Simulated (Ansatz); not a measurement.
Reaction (redistribution): `[F][Al]([SiH3])[SH]` + `C=CB(Cl)Cl` → `[F][Al]([SiH3])[Cl]` + `C=CB(S)Cl`

Gas-phase electronic energies from Ansatz, PBE0-D4/def2-TZVP geometries. CCSD(T)/CBS adds triple-zeta CCSD(T) − MP2 to the extrapolated MP2 energy (def2 sets, frozen cores). DFT in def2-TZVPP. B3LYP here is the variant with VWN-RPA as its local correlation; programs differ in this. Each species was taken in one conformer, which may not be the lowest.

| level | ΔE (kJ/mol) | difference from CCSD(T)/CBS |
| --- | --- | --- |
| PBE-D4 | -37.6 | 3.2 |
| r2SCAN-D4 | -40.1 | 0.7 |
| PBE0-D4 | -38.8 | 2.0 |
| B3LYP-D4 | -40.7 | 0.1 |
| ωB97X-V | -39.6 | 1.2 |
| ωB97M-V | -39.0 | 1.8 |
| B2PLYP | -40.3 | 0.5 |
| PBE | -36.9 | 3.9 |
| r2SCAN | -39.9 | 0.9 |
| PBE0 | -38.2 | 2.6 |
| B3LYP | -39.6 | 1.2 |
| HF/def2-TZVPP | -41.5 | -0.7 |
| MP2/def2-TZVPP | -40.5 | 0.3 |
| SCS-MP2/def2-TZVPP | -40.4 | 0.4 |
| CCSD/def2-TZVPP | -39.7 | 1.1 |
| CCSD(T)/def2-TZVPP | -39.3 | 1.5 |
| HF/def2-QZVPP | -41.9 | -1.1 |
| MP2/def2-QZVPP | -41.5 | -0.7 |
| SCS-MP2/def2-QZVPP | -41.4 | -0.6 |
| HF/CBS(def2) | -42.0 | -1.2 |
| MP2/CBS(def2) | -42.0 | -1.2 |
| CCSD/CBS(def2) | -41.2 | -0.4 |
| CCSD(T)/CBS | -40.8 | 0 |

Largest T1 diagnostic among the species: 0.013.
